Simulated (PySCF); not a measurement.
**Molecular orbitals of ReS**

PW91 at R = 2.127 Å; Re def2-TZVPP with ECP60, S def2-TZVPP; scalar-relativistic core potentials (PySCF 2.14). State: ⁶Σ⁺ (sextet), unpaired electrons σ ↑, π ↑↑, δ ↑↑. Only the outer orbitals are listed, counted within each symmetry, core potentials removing the inner ones.

| spin | orbital | occ. | ε (eV) | on Re (%) | main shells (%) |
| --- | --- | --- | --- | --- | --- |
| α | 7σ | 1 | -8.38 | 40 | 53 S p, 30 Re d, 9 Re s |
| α | 3π | 1 | -7.80 | 60 | 59 Re d, 39 S p |
| α | 3π | 1 | -7.80 | 60 | 59 Re d, 39 S p |
| α | 8σ | 1 | -6.83 | 99 | 64 Re s, 34 Re d |
| α | 1δ | 1 | -6.68 | 100 | 100 Re d |
| α | 1δ | 1 | -6.68 | 100 | 100 Re d |
| α | 4π | 1 | -4.78 | 48 | 51 S p, 37 Re d, 11 Re p |
| α | 4π | 1 | -4.78 | 48 | 51 S p, 37 Re d, 11 Re p |
| α | 9σ | 0 | -3.37 | 70 | 35 Re p, 29 S p, 20 Re d |
| α | 5π | 0 | -1.13 | 91 | 88 Re p |
| α | 5π | 0 | -1.13 | 91 | 88 Re p |
| β | 7σ | 1 | -7.83 | 28 | 66 S p, 19 Re d |
| β | 3π | 1 | -6.65 | 34 | 64 S p, 32 Re d |
| β | 3π | 1 | -6.65 | 34 | 64 S p, 32 Re d |
| β | 8σ | 0 | -4.34 | 99 | 66 Re s, 33 Re d |
| β | 1δ | 0 | -3.56 | 100 | 100 Re d |
| β | 1δ | 0 | -3.56 | 100 | 100 Re d |

Q: Which are the highest filled and the lowest empty level, where do they sit, and how wide is the gap?

A: Highest filled α 4π at -4.78 eV (in %: 51 S p, 37 Re d, 11 Re p); lowest empty β 8σ at -4.34 eV (in %: 66 Re s, 33 Re d); the gap at PW91 is 0.44 eV.

The bond order (Mayer) is 2.38. The ⟨S²⟩ is 8.769. The charge on Re (Mulliken, basis-dependent) is 0.30 and the charge on Re (Löwdin, basis-dependent) is -0.09. The dipole moment (positive dipole means Re(−)S(+)) is -3.39 D.

Spin–orbit coupling is left out. With d or f electrons several states lie close, and the lowest PBE0 determinant need not be the measured ground state.
